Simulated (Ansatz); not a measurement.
`C=C(C)[SiH2][AlH2]` at its PBE0-D4/def2-TZVP geometry, where that method's forces vanish. Total charge 0; spin multiplicity 1.

```json
{"atom": "C1", "x (Å)": "-1.6667", "y (Å)": "0.3546", "z (Å)": "-1.1723"}
{"atom": "C2", "x (Å)": "-0.4118", "y (Å)": "0.1372", "z (Å)": "-0.7811"}
{"atom": "C3", "x (Å)": "0.4488", "y (Å)": "-0.9083", "z (Å)": "-1.4243"}
{"atom": "Si4", "x (Å)": "0.3125", "y (Å)": "1.1148", "z (Å)": "0.6485"}
{"atom": "Al5", "x (Å)": "0.7895", "y (Å)": "-0.3400", "z (Å)": "2.5743"}
{"atom": "H6", "x (Å)": "-2.2912", "y (Å)": "1.1142", "z (Å)": "-0.7133"}
{"atom": "H7", "x (Å)": "-2.1178", "y (Å)": "-0.2214", "z (Å)": "-1.9783"}
{"atom": "H8", "x (Å)": "0.7881", "y (Å)": "-1.6487", "z (Å)": "-0.6921"}
{"atom": "H9", "x (Å)": "-0.0853", "y (Å)": "-1.4348", "z (Å)": "-2.2193"}
{"atom": "H10", "x (Å)": "1.3507", "y (Å)": "-0.4618", "z (Å)": "-1.8554"}
{"atom": "H11", "x (Å)": "1.5992", "y (Å)": "1.7416", "z (Å)": "0.2074"}
{"atom": "H12", "x (Å)": "-0.6221", "y (Å)": "2.2230", "z (Å)": "0.9993"}
{"atom": "H13", "x (Å)": "1.0980", "y (Å)": "-1.8849", "z (Å)": "2.3418"}
{"atom": "H14", "x (Å)": "0.8082", "y (Å)": "0.2146", "z (Å)": "4.0649"}
```

For each bond, give half the difference of the two atoms' forces along it (eV/Å; positive pushes the atoms apart) under PBE-D4, r2SCAN-D4, B3LYP-D4, ωB97M-V in def2-TZVPP. (Best estimate.)

Computed: 
| bond | length (Å) | PBE-D4 | r2SCAN-D4 | B3LYP-D4 | ωB97M-V |
| --- | --- | --- | --- | --- | --- |
| C1–C2 | 1.332 | 0.39 | 0.20 | 0.05 | -0.09 |
| C1–H6 | 1.085 | 0.00 | -0.08 | -0.07 | -0.03 |
| C1–H7 | 1.089 | 0.03 | -0.07 | -0.08 | -0.05 |
| C2–C3 | 1.499 | -0.11 | 0.05 | 0.17 | 0.27 |
| C2–Si4 | 1.877 | -0.08 | -0.06 | 0.02 | 0.04 |
| C3–H8 | 1.095 | 0.11 | -0.02 | -0.07 | -0.08 |
| C3–H9 | 1.093 | 0.12 | -0.03 | -0.07 | -0.09 |
| C3–H10 | 1.095 | 0.11 | -0.02 | -0.06 | -0.09 |
| Si4–Al5 | 2.460 | -0.09 | 0.01 | 0.07 | 0.02 |
| Si4–H11 | 1.498 | 0.10 | -0.01 | -0.09 | -0.11 |
| Si4–H12 | 1.492 | 0.09 | -0.02 | -0.09 | -0.11 |
| Al5–H13 | 1.592 | 0.07 | -0.02 | -0.08 | -0.10 |
| Al5–H14 | 1.591 | 0.07 | -0.03 | -0.07 | -0.10 |

B3LYP here is the variant with VWN-RPA as its local correlation; programs differ in this.
